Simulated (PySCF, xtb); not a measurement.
C4H3FOS, SMILES Oc1cc(F)cs1.

GFN2-xTB in xtb 6.7.1 at its own geometry gives an orbital gap of 3.77 eV and a dipole moment of 2.54 D.

Coordinates come from a ωB97X-D3(BJ)/def2-SVP optimisation. One conformer was computed; it need not be the lowest.

Problem. What does PBE/def2-TZVP run with PySCF give? (An estimate is asked for; the answer gives what the named calculation found.)

Solution. gap 3.96 eV (levels -5.24 and -1.28 eV), dipole 2.14 D.
